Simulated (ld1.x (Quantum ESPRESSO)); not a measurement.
# fluorine (F), TM: configuration errors across variants

ld1.x (Quantum ESPRESSO) 7.5 input, shortened:

```
&input
   title='F', zed=9., rel=1, dft='BLYP', iswitch=3,
   config='[He] 2s2 2p5'
 /
 &inputp
   pseudotype=2, tm=.true., lloc=0,
   nlcc=.false.
 /
2
2P  2  1   5.00   0.00  1.05  1.05  0.0
2S  1  0   2.00   0.00  0.60  0.60  0.0
 &test
   configts(1)='2s2 2p5'
 /
```

All-electron excitation energies from the reference (eV): (1) 2s2 2p4 19.400; (2) 2s2 2p3 57.810; (3) 2s2 2p2 118.507; (4) 2s1 2p6 18.685; (5) 2s2 2p5.3 -2.673; (6) 2s2 2p4.5 7.548; (7) 2s2 2p1 204.423.

2 further variants failed, have other tests or another functional or relativity, and are left out.

Errors AE − PS in meV (a dash: test not solved or not reliable):

| change | (1) | (2) | (3) | (4) | (5) | (6) | (7) | bound ghosts |
| --- | --- | --- | --- | --- | --- | --- | --- | --- |
| base | +1.9 | +42 | +228 | +19 | +0.3 | -0.4 | +795 | none |
| wave 2p (bound): rc 1.05 bohr becomes 2p (bound): rc 1.30 bohr | +9.2 | +114 | +537 | +19 | +0.3 | +0.6 | +1689 | none |
| local potential all-electron potential smoothed inside 0.65 bohr (lloc = -1) | +2.9 | +48 | +245 | +19 | +0.3 | -0.2 | +830 | none |
| wave 2s (bound): rc 0.60 bohr becomes 2s (bound): rc 0.80 bohr | +3.0 | +49 | +248 | +20 | +0.3 | -0.1 | +837 | none |
| core correction a·sin(br)/r model core inside 0.50 bohr | +1.7 | +39 | +214 | +20 | +0.3 | -0.4 | +740 | none |
| type RRKJ; rho0 0.001 | +3.3 | +55 | +286 | +19 | +0.2 | -0.1 | +965 | none |
| type RRKJ | +3.3 | +55 | +286 | +19 | +0.2 | -0.1 | +965 | none |
| wave 2p (bound): rc 1.05 bohr becomes 2p (bound): rc 1.38 bohr | +15 | +165 | +742 | +18 | +0.3 | +1.4 | +2256 | none |

(1) Give the same row for: all radii scaled by about 0.74 (s 0.44, p 0.78 bohr).

Results:

(1) +6.7, +62, +268, +134, +0.6, +0.7, +849; bound ghosts: none.
